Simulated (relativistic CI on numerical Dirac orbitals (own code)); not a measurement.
One change at a time: Sb XXV

Base calculation: Dirac-Coulomb-Breit CI, KLI orbitals optimised for each configuration, model QED (radiative potential, 1s self-energy scaled to tabulated hydrogen-like ionisation energies), unscaled Slater integrals.

CI space (outside the closed core [Ne]): 3s2 3p6 3d9, 3s2 3p5 3d10, 3s 3p6 3d10, 3s2 3p6 3d8 4s, 3s2 3p6 3d8 4p, 3s2 3p6 3d8 4d, 3s2 3p4 3d10 4s, 3s2 3p6 3d8 4f, 3s2 3p5 3d9 4s, 3s2 3p6 3d7 4s2, 3s2 3p4 3d10 4p, 3s2 3p5 3d9 4p, 3s2 3p6 3d7 4s 4p, 3s2 3p4 3d10 4d, 3s2 3p6 3d8 5s, 3s 3p5 3d10 4s, 3s2 3p6 3d7 4p2, 3s2 3p6 3d8 5p, 3s2 3p6 3d7 4s 4d, 3s2 3p5 3d9 4d, 3s 3p5 3d10 4p, 3s 3p6 3d9 4s, 3s2 3p6 3d8 5d, 3s2 3p6 3d7 4p 4d, 3s2 3p5 3d8 4s2, 3s2 3p6 3d8 5f, 3s 3p5 3d10 4d, 3s 3p6 3d9 4p, 3s2 3p6 3d8 5g, 3p6 3d10 4s, 3s2 3p5 3d9 4f, 3s2 3p6 3d7 4d2, 3s2 3p5 3d8 4s 4p, 3s2 3p6 3d8 6s, 3p6 3d10 4p, 3s2 3p6 3d8 6p. Levels of other configurations are missing.

Variants: (1) P86 correlation estimate; (2) QED terms removed; (3) non-relativistic limit. Shifts of the energy above 3s2 3p6 3d9 2D_5/2, in eV, for the lowest level and the first level of each name with at least 55 % of one term (blank where a level changes its place among those of its configuration and J or its character, or is not in the variant):

```tsv
Level	Base	Δ(1)	Δ(2)	Δ(3)
3s2 3p6 3d9 2D_5/2	0.000	0.000	0.000	0.000
3s2 3p6 3d9 2D_3/2	9.966	0.000	-0.030	-9.966
3s2 3p5 3d10 2P°_3/2	233.832	+0.168	+0.081	-13.652
3s2 3p5 3d10 2P°_1/2	282.677	+0.168	-0.004	-62.497
3s 3p6 3d10 2S_1/2	412.349	+0.319	+0.946	-71.037
3s2 3p6 3d8 4s 4F_9/2	505.603	+1.777	-0.322	+27.221
3s2 3p6 3d8 4s 2F_7/2	507.353	+1.777	-0.320	
3s2 3p6 3d8 4s 4F_7/2	515.529	+1.777	-0.349	
3s2 3p6 3d8 4s 4F_5/2	515.760	+1.777	-0.349	
3s2 3p6 3d8 4s 4P_1/2	520.258	+1.777	-0.329	+20.498
3s2 3p6 3d8 4s 4P_3/2	523.555	+1.777	-0.350	+17.201
3s2 3p6 3d8 4s 2P_1/2	525.018	+1.777	-0.346	+18.364
3s2 3p6 3d8 4s 2G_9/2	525.480	+1.777	-0.347	+19.409
3s2 3p6 3d8 4s 2G_7/2	525.599	+1.777	-0.347	+19.291
3s2 3p6 3d8 4s 2S_1/2	544.793	+1.778	-0.369	+14.361
3s2 3p6 3d8 4p 4D°_7/2	552.710	+1.854	-0.033	+22.549
3s2 3p6 3d8 4p 4G°_7/2	562.746	+1.854	-0.060	+14.514
3s2 3p6 3d8 4p 4G°_11/2	567.239	+1.854	-0.058	+10.021
3s2 3p6 3d8 4p 4F°_9/2	568.803	+1.854	-0.058	+9.857
3s2 3p6 3d8 4p 2F°_7/2	569.068	+1.854	-0.059	
3s2 3p6 3d8 4p 4P°_1/2	569.459	+1.854	-0.062	+13.308
3s2 3p6 3d8 4p 2D°_5/2	570.428	+1.854	-0.057	+9.590
```

At this charge energies of transitions that change n are usually good to better than 1 %, and those within a shell (Δn = 0) to a few per cent.

Ionisation energy from the two ground configurations alone: base 1284.43 eV; P86 correlation estimate 1286.46 eV. The NIST ASD value (theoretical) is 1285 eV.

LS names give the leading component of a level, which can be under half, so a name can repeat, a term be missing and a line seem to break the LS rules.
